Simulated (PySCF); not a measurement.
How the method moves the HOMO and LUMO of `N#CSc1cccs1`

Species: C₅H₃NS₂.
Atom-mapped SMILES: `[N:1]#[C:2][S:3][c:4]1[cH:5][cH:6][cH:7][s:8]1` (hydrogens: H9 on C5; H10 on C6; H11 on C7)

Basis pcSseg-1 throughout (PySCF), one geometry. One conformer (not necessarily the lowest) at the PBE0-D3(BJ)/def2-SVP geometry, without solvent, vibrations or thermal averaging.

Question: How do the orbital energies, the gap and the dipole change with the method?

Answer: 
```json
{"method": "OPBE", "kind": "GGA", "HOMO (eV)": "-5.88", "LUMO (eV)": "-2.04", "gap (eV)": "3.83", "μ (D)": "3.49", "SCF cycles": "17"}
{"method": "PBE", "kind": "GGA", "HOMO (eV)": "-5.88", "LUMO (eV)": "-2.12", "gap (eV)": "3.76", "μ (D)": "3.56", "SCF cycles": "16"}
{"method": "KT2", "kind": "GGA", "HOMO (eV)": "-5.90", "LUMO (eV)": "-2.21", "gap (eV)": "3.69", "μ (D)": "3.54", "SCF cycles": "17"}
{"method": "PBE0", "kind": "global hybrid", "HOMO (eV)": "-6.92", "LUMO (eV)": "-1.17", "gap (eV)": "5.76", "μ (D)": "3.63", "SCF cycles": "14"}
{"method": "BHandHLYP", "kind": "global hybrid", "HOMO (eV)": "-7.76", "LUMO (eV)": "-0.15", "gap (eV)": "7.60", "μ (D)": "3.70", "SCF cycles": "14"}
{"method": "CAM-B3LYP", "kind": "range-separated hybrid", "HOMO (eV)": "-8.10", "LUMO (eV)": "-0.05", "gap (eV)": "8.05", "μ (D)": "3.65", "SCF cycles": "14"}
{"method": "wB97X-D", "kind": "range-separated hybrid", "HOMO (eV)": "-8.69", "LUMO (eV)": "0.52", "gap (eV)": "9.22", "μ (D)": "3.65", "SCF cycles": "14"}
```

The HOMO spans 2.82 eV, from OPBE down to wB97X-D, and the gap runs from 3.69 eV (KT2) to 9.22 eV (wB97X-D). Over the methods OPBE (0 %), PBE (0 %), KT2 (0 %), PBE0 (25 %), BHandHLYP (50 %), a straight line through the gap against the share of exact exchange rises by 0.77 eV for each 10 % (correlation coefficient 0.999). The dipole ranges from 3.49 D (OPBE) to 3.70 D (BHandHLYP). This basis has no diffuse functions.

The vertical ΔSCF ionisation energy at B3LYP/def2-SVPD is 8.63 eV; −ε(HOMO) comes closest to it with wB97X-D (8.69 eV).
